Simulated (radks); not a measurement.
Values are calculated unless marked as measured or tabulated.
Species: the holmium ion Ho27+. Configuration: [Kr] 4d4. Level of theory: scalar-relativistic Kohn-Sham, BLYP, spin-polarised, spherical densities, finite nucleus; open shells are filled with parallel spins first (spin-orbit coupling, left out, can overturn this in heavy ions); Fermi nuclear charge, rms radius 5.2022 fm (a radial shooting solver on a logarithmic mesh with Libxc functionals).

Radial electron density D(r) = 4 pi r^2 rho(r):

r (bohr),D(r) (e/bohr),spin D(r)
0.001217,6.842,-0.000152
0.001373,8.261,-0.000183
0.00156,10.07,-0.000223
0.001759,12.09,-0.000267
0.001983,14.46,-0.000319
0.002236,17.23,-0.000379
0.002541,20.67,-0.000453
0.002865,24.39,-0.000532
0.00323,28.63,-0.000621
0.003642,33.39,-0.000721
0.00414,39.03,-0.000837
0.004668,44.82,-0.000954
0.005263,51.01,-0.00108
0.005934,57.47,-0.00120
0.006744,64.47,-0.00133
0.007604,70.88,-0.00144
0.008573,76.85,-0.00152
0.009666,82.07,-0.00156
0.01099,86.43,-0.00152
0.01239,89.09,-0.00135
0.01397,90.18,-0.000965
0.01575,89.69,-0.000175
0.0179,87.68,0.00148
0.02018,84.92,0.00444
0.02275,82.12,0.00985
0.02565,80.25,0.0196
0.02916,80.38,0.0384
0.03287,83.30,0.0692
0.03706,89.15,0.121
0.04179,97.37,0.205
0.0475,107.2,0.348
0.05355,115.1,0.553
0.06038,119.6,0.847
0.06808,119.2,1.25
0.07737,113.0,1.80
0.08724,103.9,2.41
0.09836,94.80,3.05
0.1109,89.42,3.60
0.126,90.16,3.93
0.1421,96.06,3.82
0.1602,103.0,3.21
0.1807,105.4,2.16
0.2053,98.60,0.890
0.2315,83.45,0.0619
0.261,64.31,0.146
0.2943,47.61,1.49
0.3345,37.64,4.17
0.3771,35.66,7.16
0.4252,36.71,9.56
0.4794,35.83,10.4
0.5449,30.11,9.42
0.6144,21.49,7.13
0.6927,12.74,4.51
0.781,6.186,2.36
0.8877,2.263,0.943
1.001,0.6947,0.317
1.128,0.1663,0.0834
1.272,0.03034,0.0168
1.446,0.003489,0.00214
1.63,0.0003157,0.000213

D(r) has 4 maxima, at r = 0.0143, 0.0633, 0.178, 0.439 bohr, and minima at 0.0271, 0.116, 0.371 bohr, inside which lie 1.91, 11.06, 29.32 electrons.
